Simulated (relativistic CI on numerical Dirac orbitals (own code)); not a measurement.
L2,3 absorption of cobalt in several valence states

Computed multiplet spectra 2p⁶3dⁿ → 2p⁵3dⁿ⁺¹ (Dirac-Coulomb-Breit ions, Slater integrals scaled by 0.9, an assumed crystal field that grows with the charge, no charge transfer; 300 K; Lorentzian 0.4 eV and Gaussian 0.3 eV FWHM at both edges, so that L2 comes out sharper than in experiment). Peaks over 5 % are given in eV from the highest peak in the L3 region of each spectrum (height, largest 100). S of the lowest state is read from ⟨S²⟩, and the branching ratio is the share of L3, cut at the minimum between the edges.

Field parameters in Wybourne normalisation: Oh B⁴₀ = 21Dq, B⁴₄ = √(5/14) B⁴₀. The field is a parameter set, without covalency.

- Co²⁺ (d7, Oh, 10Dq = 12100 cm⁻¹): S = 1.50, high spin, branching ratio 0.82; peaks -3.7 (57), -2.1 (81), -1.3 (84), 0.0 (100), 2.7 (11), 13.4 (26), 14.3 (27), 16.3 (6), 16.8 (5)
- Co⁴⁺ (d5, Oh, 10Dq = 19200 cm⁻¹): S = 2.50, high spin, branching ratio 0.78; peaks -2.5 (33), 0.0 (100), 2.0 (30), 3.4 (8), 3.8 (8), 4.9 (10), 6.4 (6), 13.3 (14), 14.7 (5), 16.0 (19), 17.2 (10), 17.9 (15)
- Co⁵⁺ (d4, Oh, 10Dq = 22700 cm⁻¹): S = 1.99, high spin, branching ratio 0.66; peaks -2.8 (57), -1.7 (37), 0.0 (100), 2.2 (67), 4.1 (28), 7.0 (5), 9.8 (23), 11.8 (39), 13.2 (21), 15.1 (30), 16.5 (37), 18.2 (15)

Question: What spin state follows for Co³⁺ in Oh, 10Dq = 15650 cm⁻¹, and does its branching ratio lie nearer 2/3 or nearer 0.8?

Answer: Co³⁺ (d6, Oh, 10Dq = 15650 cm⁻¹): S = 2.00, high spin, branching ratio 0.78; peaks -2.8 (22), -1.8 (24), 0.0 (100), 1.4 (45), 1.8 (46), 3.6 (18), 5.6 (8), 13.4 (10), 15.3 (32), 17.0 (9), 19.4 (7). High-spin states, above all those with an unquenched orbital moment, raise the ratio above the statistical 2/3; low spin and nearly empty shells keep it near or below 2/3.

The centroid of the whole edge, which also moves with the branching ratio, lies at 784.0 (Co²⁺), 787.3 (Co³⁺), 791.4 (Co⁴⁺), 796.7 (Co⁵⁺) eV in this ionic model, in steps of 3.3 to 5.3 eV. Compounds show about 1 to 2 eV a unit and lower energies for the high valences, since ligands screen the charge. The multiplet shape follows the d count and the spin state, and so serves as a fingerprint of valence. Real compounds of Co³⁺, Co⁴⁺, Co⁵⁺ are mostly low spin, since covalency shrinks the Slater integrals more than this scale does.
